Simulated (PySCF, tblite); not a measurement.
Isomers of C6H14N (doublet state), one GFN2-xTB conformer each. Single-point energies are computed at B3LYP/pcH-1 (PySCF, gas phase, no added dispersion term), electronic only. GFN2-xTB treats the open shell by occupation alone, and not every SCF solution was tested for stability.

Question: Rank them by B3LYP/pcH-1 energy, lowest first (kJ/mol).
A. `[CH3:1][CH2:2][C@@H:3]([CH3:4])[C@H:5]([CH3:6])[NH:7]` (doublet state) with C1–C2–C3–C4 176°, C2–C3–C5–C6 -64°, C3–C5–N7–H 134°
B. `[CH3:1][CH2:2][C:3]([CH3:4])([CH3:5])[CH2:6][NH:7]` (doublet state) with C1–C2–C3–C4 63°, C2–C3–C6–N7 63°, C3–C6–N7–H 62°
C. `[CH3:1][CH2:2][C@H:3]([CH3:4])[CH2:5][CH2:6][NH:7]` (doublet state) with C1–C2–C3–C4 66°, C2–C3–C5–C6 -60°, C3–C5–C6–N7 -175°, C5–C6–N7–H -6°
D. `[CH2:1][CH2:2][C@:3]([CH3:4])([NH2:5])[CH2:6][CH3:7]` (doublet state) with H–C1–C2–C3 -91° and 81°, C1–C2–C3–C4 56°, C2–C3–N5–H 64° and -56°, C2–C3–C6–C7 62°

Answer: D (0.0), A (1.3), C (9.0), B (15.6).

As drawn, the highest has a quaternary carbon, which the lowest lacks. Neighbours under 21 kJ/mol apart ([CH2]C[C@](C)(N)CC and CC[C@@H](C)[C@H](C)[NH]; CC[C@@H](C)[C@H](C)[NH] and CC[C@H](C)CC[NH]; CC[C@H](C)CC[NH] and CCC(C)(C)C[NH]) can change places with a better method, another conformer or zero-point energy. GFN2-xTB itself gives, in the same order: 24.4, 11.2, 19.8, 0.0. GFN2-xTB puts CCC(C)(C)C[NH] lowest instead; measured from each level's own lowest isomer, the values differ by up to 24.4 kJ/mol ([CH2]C[C@](C)(N)CC: 24.4 against 0.0).

Q: What happens when harmonic zero-point energies from GFN2-xTB frequencies are added?

A: 
| SMILES | ZPE (kJ/mol) | electronic (kJ/mol) | with ZPE (kJ/mol) |
| --- | --- | --- | --- |
| [CH2]C[C@](C)(N)CC | 492.7 | 0.0 | 0.0 |
| CC[C@@H](C)[C@H](C)[NH] | 494.8 | 1.3 | 3.3 |
| CC[C@H](C)CC[NH] | 495.0 | 9.0 | 11.3 |
| CCC(C)(C)C[NH] | 495.9 | 15.6 | 18.8 |

The zero-point energies span 3.2 kJ/mol. The order is unchanged.
